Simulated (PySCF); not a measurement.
Spectrum to structure. Computed with TDDFT PBE0/def2-SVPD, vertical, gas phase, core orbitals frozen in the response in PySCF. Geometries: GFN2-xTB, one conformer each.

```json
{"state": "S1", "ν̃ (cm⁻¹)": "63050", "f": "0.045", "main configurations (H = HOMO, L = LUMO)": "H→L (96%)"}
{"state": "S2", "ν̃ (cm⁻¹)": "68470", "f": "0.0011", "main configurations (H = HOMO, L = LUMO)": "H-1→L (60%), H→L+1 (15%), H→L+2 (10%)"}
{"state": "S3", "ν̃ (cm⁻¹)": "68800", "f": "0.022", "main configurations (H = HOMO, L = LUMO)": "H→L+1 (43%), H-1→L (24%), H-2→L (13%)"}
{"state": "S4", "ν̃ (cm⁻¹)": "69140", "f": "0.056", "main configurations (H = HOMO, L = LUMO)": "H→L+1 (31%), H-2→L (29%), H→L+2 (23%)"}
{"state": "S5", "ν̃ (cm⁻¹)": "69410", "f": "0.028", "main configurations (H = HOMO, L = LUMO)": "H-2→L (32%), H-3→L (29%), H→L+2 (12%)"}
{"state": "S6", "ν̃ (cm⁻¹)": "70160", "f": "0.014", "main configurations (H = HOMO, L = LUMO)": "H-3→L (49%), H→L+2 (21%), H-2→L (10%)"}
{"state": "S7", "ν̃ (cm⁻¹)": "71570", "f": "0.139", "main configurations (H = HOMO, L = LUMO)": "H→L+3 (46%), H→L+6 (22%), H→L+2 (11%)"}
{"state": "S8", "ν̃ (cm⁻¹)": "72090", "f": "0.105", "main configurations (H = HOMO, L = LUMO)": "H→L+6 (41%), H→L+3 (26%), H→L+5 (9%)"}
```

Problem. Which structure fits?
A. `FC(F)(F)CC[SiH2][SiH3]`
B. `F[Si](F)(F)CCC[SiH3]`
C. `C=CC(=C)[C@@H](F)CF`

Solution. B. Its S1, at 7.82 eV, is the highest among the candidates; the nearest of the others has S1 at 7.01 eV. S1 is HOMO→LUMO (96%). Löwdin shares by element: HOMO carbon 54%, silicon 24% or more (atoms not listed hold the other 23%); LUMO silicon 30%, carbon 19% or more (atoms not listed hold the other 51%). At the same level the other candidates give, for their lowest levels:
- `C=CC(=C)[C@@H](F)CF`: 5.84 eV (f 0.551); 6.77 eV (f 0.005); 6.90 eV (f 0.001); 6.91 eV (f 0.002); 7.27 eV (f 0.024); T1 3.23 eV; HOMO -7.25, LUMO -1.26 eV
- `FC(F)(F)CC[SiH2][SiH3]`: 7.01 eV (f 0.039); 7.22 eV (f 0.016); 7.58 eV (f 0.045); 7.70 eV (f 0.002); 7.89 eV (f 0.044); T1 6.11 eV; HOMO -8.65, LUMO -0.45 eV

The values belong to the conformer `[F:1][Si:2]([F:3])([F:4])[CH2:5][CH2:6][CH2:7][SiH3:8]`: F1–Si2–C5–C6 -38°, Si2–C5–C6–C7 -61°, C5–C6–C7–Si8 -178°.
Triplets come from the Tamm–Dancoff approximation.
